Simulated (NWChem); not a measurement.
Molecule: CH₅AlO; SMILES C[O][AlH2]

```xyz
8

Al    -0.0605    -1.2137     0.0000
H      1.1191    -2.2649     0.0000
H     -1.6056    -1.5840     0.0000
O      0.4040     0.4189     0.0000
C     -0.1660     1.6838     0.0000
H     -1.2728     1.6609     0.0000
H      0.1550     2.2561     0.8887
H      0.1550     2.2561    -0.8887
```
Atoms are numbered in this order, from 1.

Results from NWChem. Medium grid unless said otherwise, to which SCAN and Minnesota functionals are sensitive. Structure relaxed at the PBE0/def2-SVP level. B3LYP is NWChem's, with the RPA form of VWN correlation.

Order these by “orbital gap (eV)”, lowest first: B3LYP/def2-SVP; OLYP/def2-SVP; SCAN/def2-SVP; TPSSh/def2-SVP; CAM-B3LYP/def2-SVP.

OLYP/def2-SVP (4.89), SCAN/def2-SVP (5.40), TPSSh/def2-SVP (6.01), B3LYP/def2-SVP (6.57), CAM-B3LYP/def2-SVP (9.37)
